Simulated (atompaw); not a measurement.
cadmium (Cd) PAW (atompaw): all-electron and pseudo phase curves

cadmium (Cd), PAW, made with atompaw 4.2.0.5 (PBE, scalar-relativistic). Core [Kr], reference 4d10 5s1 5p1. Waves: 5s (bound): rc 2.25 bohr; 5s channel at 0.2 Ry: rc 2.25 bohr; 5p (bound): rc 2.25 bohr; 5p channel at 4.4 Ry: rc 2.25 bohr; 4d (bound): rc 2.25 bohr; 4d channel at -0.05 Ry: rc 1.60 bohr. Local part: bessel scheme, radius 2.20 bohr. Core correction: smooth core density matched at 1.30 bohr. Augmentation charge: sinc compensation charge, radius 1.85 bohr; PAW radius 2.25 bohr; waves and projectors: custom rrkj vanderbiltortho.

The phase is arctan(r·u′/u) with u = r·R(r), unwrapped; energies in Ry, scanned from -3 to 5 Ry. A pole is an energy at which the radial function vanishes at the test radius. The pseudo phase is shifted by a multiple of π to meet the all-electron one at the reference energy, and phase errors are pseudo minus all-electron; the curves can meet again beyond the range given. Levels narrower than the energy grid can be missing from the lists of poles.

Problem. For each channel, where are the poles, and over which energies does the pseudopotential scatter like the atom?

Solution.

```
channel  radius (bohr)  reference energy (Ry)  poles, all-electron  poles, pseudo  unbroken range about the reference energy with phases within 0.05 rad  phase error 1 Ry above the reference energy (rad)
      s           2.27                  -0.51                 2.79           2.75                                                              below 4.8                                             -0.000
      p           2.27                  -0.15                 4.36           4.36                                                        the whole range                                             -0.008
      d           2.27                  -1.00                -0.67          -0.67                                                              below 2.5                                             +0.000
```

Phases in the p channel:

| E (Ry) | all-electron | pseudo |
| --- | --- | --- |
| -3.00 | 1.307 | 1.299 |
| -2.76 | 1.293 | 1.286 |
| -2.52 | 1.278 | 1.272 |
| -2.28 | 1.260 | 1.255 |
| -2.04 | 1.240 | 1.236 |
| -1.80 | 1.217 | 1.213 |
| -1.56 | 1.189 | 1.186 |
| -1.32 | 1.155 | 1.153 |
| -1.08 | 1.114 | 1.112 |
| -0.84 | 1.060 | 1.059 |
| -0.60 | 0.991 | 0.990 |
| -0.36 | 0.896 | 0.896 |
| -0.12 | 0.763 | 0.763 |
| 0.12 | 0.570 | 0.569 |
| 0.36 | 0.290 | 0.288 |
| 0.60 | -0.073 | -0.079 |
| 0.84 | -0.449 | -0.457 |
| 1.08 | -0.751 | -0.759 |
| 1.32 | -0.964 | -0.971 |
| 1.56 | -1.111 | -1.116 |
| 1.80 | -1.214 | -1.218 |
| 2.04 | -1.289 | -1.293 |
| 2.28 | -1.347 | -1.350 |
| 2.52 | -1.392 | -1.394 |
| 2.76 | -1.428 | -1.430 |
| 3.00 | -1.459 | -1.460 |
| 3.24 | -1.485 | -1.486 |
| 3.48 | -1.507 | -1.508 |
| 3.72 | -1.527 | -1.527 |
| 3.96 | -1.545 | -1.545 |
| 4.20 | -1.561 | -1.561 |
| 4.44 | -1.576 | -1.576 |
| 4.68 | -1.590 | -1.590 |
| 4.92 | -1.604 | -1.604 |
